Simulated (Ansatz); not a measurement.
Stepwise reaction of `[F][Mg][F]` with methanol, as a gas-phase model of exchange steps in deposition or etching. ΔE in kJ/mol.

Isolated molecules relaxed with PBE0-D4/def2-TZVP in Ansatz; ΔE leaves out vibrations. CBS: MP2 limit from def2 TZ/QZ plus the TZ coupled-cluster correction, frozen cores. This one scheme is used for every species. DFT in def2-TZVPP. B3LYP here is the variant with VWN-RPA as its local correlation; programs differ in this. For Mg outer-core shells are correlated without core-valence functions, which leaves a few kJ/mol of doubt a bond. One conformer a species, not always the lowest.

```csv
step,reaction,PBE-D4,B3LYP-D4,ωB97M-V,CCSD(T)/CBS
1,`[F][Mg][F]` + CH₃OH → `C[O][Mg][F]` + H–F,62.3,60.7,61.4,56.1
```

(1) Give the row of step 2, `C[O][Mg][F]` + CH₃OH → `C[O][Mg][O]C` + H–F. (Best estimate.)

(2) By hand: ΔE of the 2 steps together at CCSD(T)/CBS.

Results:

(1) The calculation gave: 
```csv
step,reaction,PBE-D4,B3LYP-D4,ωB97M-V,CCSD(T)/CBS
2,`C[O][Mg][F]` + CH₃OH → `C[O][Mg][O]C` + H–F,65.3,64.2,64.7,58.2
```

(2) (56.1) + (58.2) = 114.3 kJ/mol, or 57.2 kJ/mol a step.

In ΔE the steps differ by no more than 2.1 kJ/mol. All are uphill at CCSD(T)/CBS. PBE-D4 differs from CCSD(T)/CBS by 6.2 to 7.1 kJ/mol a step. Isolated molecules leave out the surface, adducts and barriers. Largest T1 diagnostic: 0.012.
